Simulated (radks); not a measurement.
Values are calculated unless marked as measured or tabulated.
All-electron atom: Sr2+ in [Kr] (the NIST ground configuration). Code: a radial shooting solver on a logarithmic mesh with Libxc functionals. Model: Dirac Kohn-Sham, PBEsol, spin-unpolarised, spherical densities, point nucleus; speed of light set to 116.481 atomic units (0.85 times the physical value, a model run). Some entries of the table are withheld. Estimate them.

orbital  occ.  eigenvalue (eV)  <r^2> (bohr^2)  <r> (bohr)
1s1/2       2        -16063.34        0.002032     0.03877
2s1/2       2        -2199.281         0.03434      0.1704
2p1/2       2              (1)             (2)      0.1456
2p3/2       4              (3)             (4)      0.1515
3s1/2       2        -352.2947          0.2734      0.4877
3p1/2       2        -280.9887          0.2772      0.4869
3p3/2       4        -266.1690          0.2938      0.5015
3d3/2       4              (5)             (6)      0.4960
3d5/2       6              (7)             (8)      0.5011
4s1/2       2         -55.3019           2.043       1.341
4p1/2       2         -37.6621             (9)       1.515
4p3/2       4         -35.9845            (10)       1.559

Answer. 
(1) 2p1/2 eigenvalue (eV): -2002.222
(2) 2p1/2 <r^2> (bohr^2): 0.02610
(3) 2p3/2 eigenvalue (eV): -1905.907
(4) 2p3/2 <r^2> (bohr^2): 0.02805
(5) 3d3/2 eigenvalue (eV): -142.4621
(6) 3d3/2 <r^2> (bohr^2): 0.3003
(7) 3d5/2 eigenvalue (eV): -139.9361
(8) 3d5/2 <r^2> (bohr^2): 0.3063
(9) 4p1/2 <r^2> (bohr^2): 2.635
(10) 4p3/2 <r^2> (bohr^2): 2.790
